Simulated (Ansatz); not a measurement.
Cost and result up the ladder for Sr6Te6 (12 atoms). The state is a singlet with charge 0. Geometry: PBE0-D4/def2-SVP.

| atom | x (Å) | y (Å) | z (Å) |
| --- | --- | --- | --- |
| Sr1 | 2.170 | -2.117 | 4.482 |
| Sr2 | -5.531 | 0.690 | -0.347 |
| Sr3 | 3.309 | 1.453 | -4.179 |
| Sr4 | -2.154 | 1.877 | -4.610 |
| Sr5 | -3.353 | -1.534 | 4.121 |
| Sr6 | 5.561 | -0.362 | 0.560 |
| Te7 | 0.699 | 1.986 | -5.618 |
| Te8 | -5.596 | -0.277 | 2.522 |
| Te9 | -4.781 | 1.587 | -3.137 |
| Te10 | 5.535 | 0.768 | -2.247 |
| Te11 | -0.734 | -2.659 | 5.138 |
| Te12 | 4.874 | -1.413 | 3.314 |

Ansatz on 6 threads of Intel Xeon on a shared host. Times are rough, and most runs start from the orbitals of an earlier one. PBE0-D4/def2-TZVP serves as the yardstick here, not as an exact answer. Differences are given only for rows in sets of like size (and for xTB, whose basis is part of the method), since another set adds its own error. Binding counts from free atoms at the same level (Sr singlet, Te triplet; other spins of the atoms weren't run), without zero-point energy or a counterpoise term.

In the def2 sets Sr, Te take a core potential; there is no spin–orbit coupling. Correlated methods freeze 24 core orbitals; core or outer-core shells of Sr, Te are correlated, in sets that lack core-valence functions. The rows differ in basis, and correlated rows in double-zeta sets carry the largest basis error. The structure comes from a short search, and lower isomers may exist.

Correlated methods converge slowly with the basis, most of all in double-zeta sets.

```csv
level,functions,binding energy per atom (eV),difference from PBE0-D4/def2-TZVP (eV)
r2SCAN-D4/def2-TZVP,498,2.63,0.11
PBE-D4/def2-SVP,294,2.53,–
PBE0-D4/def2-TZVP,498,2.52,0.00
PBE0-D4/def2-SVP,294,2.54,–
PBE-D4/def2-TZVP (with forces),498,2.50,-0.02
MP2/def2-SVP,294,2.32,–
```

(1) Estimate how long each takes.

Answers

(1) PBE-D4/def2-SVP 7.5 s; MP2/def2-SVP 17 s; PBE0-D4/def2-SVP 18 s; PBE-D4/def2-TZVP (with forces) 21 s; r2SCAN-D4/def2-TZVP 27 s; PBE0-D4/def2-TZVP 29 s. On shared hardware such times vary by a factor of up to 3.
